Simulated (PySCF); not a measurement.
Bond stretch in LiNa, singlet.

Levels of theory: UHF/cc-pVDZ (PySCF); UKS-B3LYP = unrestricted B3LYP/cc-pVDZ in PySCF; UKS-PBE0 = unrestricted PBE0/cc-pVDZ (PySCF).

Magnitude of the dipole moment (D; its direction can reverse along the curve, and a method can change to another solution) and Mulliken charge of the fragment that holds Li1:

```json
[
 {"R / Å": "2.34", "μ UHF": "0.77", "q UHF": "-0.07", "μ UKS-B3LYP": "0.04", "q UKS-B3LYP": "-0.21", "μ UKS-PBE0": "0.26", "q UKS-PBE0": "-0.24"},
 {"R / Å": "2.51", "μ UHF": "0.77", "q UHF": "-0.08", "μ UKS-B3LYP": "0.04", "q UKS-B3LYP": "-0.21", "μ UKS-PBE0": "0.27", "q UKS-PBE0": "-0.23"},
 {"R / Å": "2.62", "μ UHF": "0.76", "q UHF": "-0.07", "μ UKS-B3LYP": "0.03", "q UKS-B3LYP": "-0.18", "μ UKS-PBE0": "0.28", "q UKS-PBE0": "-0.20"},
 {"R / Å": "2.72", "μ UHF": "0.72", "q UHF": "-0.05", "μ UKS-B3LYP": "0.01", "q UKS-B3LYP": "-0.15", "μ UKS-PBE0": "0.30", "q UKS-PBE0": "-0.17"},
 {"R / Å": "2.83", "μ UHF": "0.72", "q UHF": "-0.03", "μ UKS-B3LYP": "0.01", "q UKS-B3LYP": "-0.12", "μ UKS-PBE0": "0.32", "q UKS-PBE0": "-0.13"},
 {"R / Å": "2.93", "μ UHF": "0.71", "q UHF": "-0.02", "μ UKS-B3LYP": "0.03", "q UKS-B3LYP": "-0.09", "μ UKS-PBE0": "0.35", "q UKS-PBE0": "-0.10"},
 {"R / Å": "3.04", "μ UHF": "0.69", "q UHF": "0.00", "μ UKS-B3LYP": "0.05", "q UKS-B3LYP": "-0.06", "μ UKS-PBE0": "0.38", "q UKS-PBE0": "-0.07"},
 {"R / Å": "3.07", "μ UHF": "0.69", "q UHF": "0.00", "μ UKS-B3LYP": "0.06", "q UKS-B3LYP": "-0.06", "μ UKS-PBE0": "0.39", "q UKS-PBE0": "-0.07"},
 {"R / Å": "3.25", "μ UHF": "0.65", "q UHF": "0.01", "μ UKS-B3LYP": "0.11", "q UKS-B3LYP": "-0.03", "μ UKS-PBE0": "0.44", "q UKS-PBE0": "-0.04"},
 {"R / Å": "3.43", "μ UHF": "0.59", "q UHF": "0.01", "μ UKS-B3LYP": "0.16", "q UKS-B3LYP": "-0.02", "μ UKS-PBE0": "0.51", "q UKS-PBE0": "-0.03"},
 {"R / Å": "3.65", "μ UHF": "0.50", "q UHF": "0.01", "μ UKS-B3LYP": "0.21", "q UKS-B3LYP": "-0.01", "μ UKS-PBE0": "0.62", "q UKS-PBE0": "-0.03"},
 {"R / Å": "3.95", "μ UHF": "0.37", "q UHF": "0.00", "μ UKS-B3LYP": "0.29", "q UKS-B3LYP": "-0.01", "μ UKS-PBE0": "0.67", "q UKS-PBE0": "-0.03"},
 {"R / Å": "4.44", "μ UHF": "0.21", "q UHF": "0.00", "μ UKS-B3LYP": "0.35", "q UKS-B3LYP": "-0.01", "μ UKS-PBE0": "0.62", "q UKS-PBE0": "-0.02"},
 {"R / Å": "4.85", "μ UHF": "0.12", "q UHF": "0.00", "μ UKS-B3LYP": "0.29", "q UKS-B3LYP": "-0.01", "μ UKS-PBE0": "0.50", "q UKS-PBE0": "-0.02"},
 {"R / Å": "5.22", "μ UHF": "0.07", "q UHF": "0.00", "μ UKS-B3LYP": "0.21", "q UKS-B3LYP": "-0.01", "μ UKS-PBE0": "0.35", "q UKS-PBE0": "-0.01"},
 {"R / Å": "5.91", "μ UHF": "0.03", "q UHF": "0.00", "μ UKS-B3LYP": "0.09", "q UKS-B3LYP": "0.00", "μ UKS-PBE0": "0.12", "q UKS-PBE0": "0.00"},
 {"R / Å": "6.39", "μ UHF": "0.01", "q UHF": "0.00", "μ UKS-B3LYP": "0.04", "q UKS-B3LYP": "0.00", "μ UKS-PBE0": "0.05", "q UKS-PBE0": "0.00"},
 {"R / Å": "7.20", "μ UHF": "0.00", "q UHF": "0.00", "μ UKS-B3LYP": "0.01", "q UKS-B3LYP": "0.00", "μ UKS-PBE0": "0.01", "q UKS-PBE0": "0.00"},
 {"R / Å": "7.81", "μ UHF": "0.00", "q UHF": "0.00", "μ UKS-B3LYP": "0.01", "q UKS-B3LYP": "0.00", "μ UKS-PBE0": "0.00", "q UKS-PBE0": "0.00"},
 {"R / Å": "8.79", "μ UHF": "0.00", "q UHF": "0.00", "μ UKS-B3LYP": "0.00", "q UKS-B3LYP": "0.00", "μ UKS-PBE0": "0.00", "q UKS-PBE0": "0.00"}
]
```

The unrestricted determinant behind UHF is spin-contaminated at 2.34 to 8.79 Å (<S²> up to 1.0, against 0.00 for a pure singlet). The unrestricted determinant behind UKS-B3LYP is spin-contaminated at 3.95 to 8.79 Å (<S²> up to 1.0, against 0.00 for a pure singlet). The unrestricted determinant behind UKS-PBE0 is spin-contaminated at 3.65 to 8.79 Å (<S²> up to 1.0, against 0.00 for a pure singlet).
